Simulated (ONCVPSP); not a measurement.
# An all-electron radial function and its pseudo partner (hydrogen)

Columns: radius, all-electron u(r) and pseudo u(r) of the 1s shell (level -6.49 eV) of hydrogen in the configuration 1s1; PBE, scalar-relativistic, ONCV scheme, ONCVPSP 4.0.1.

```tsv
r (bohr)	all-electron	pseudo
0.053	0.0965	0.0764
0.105	0.1812	0.1506
0.158	0.2584	0.2244
0.210	0.3256	0.2938
0.262	0.3853	0.3587
0.315	0.4389	0.4191
0.368	0.4859	0.4735
0.420	0.5260	0.5209
0.473	0.5615	0.5634
0.525	0.5914	0.5995
0.578	0.6174	0.6302
0.630	0.6387	0.6539
0.683	0.6568	0.6716
0.735	0.6711	0.6833
0.788	0.6827	0.6909
0.840	0.6913	0.6958
0.893	0.6976	0.6993
0.945	0.7015	0.7019
0.998	0.7034	0.7034
1.050	0.7035	0.7035
1.102	0.7020	0.7020
1.155	0.6990	0.6990
1.208	0.6946	0.6946
1.260	0.6892	0.6892
1.313	0.6827	0.6827
1.365	0.6753	0.6753
```

Question: How many radial nodes do the two functions have?

Answer: The all-electron 1s function has n − l − 1 = 0; the pseudo-wave has 0.

Question: At about which radius was the pseudo-wave matched?

Answer: 1.05 bohr. The columns agree to 0.0005 from 0.94 bohr on; several derivatives are matched, so the curves merge somewhat inside the radius.

Question: Is the pseudo-wave norm-conserving?

Answer: Yes: the ONCV scheme keeps the norm inside the radius equal to the all-electron one, which fixes the energy derivative of the logarithmic derivative at the level.
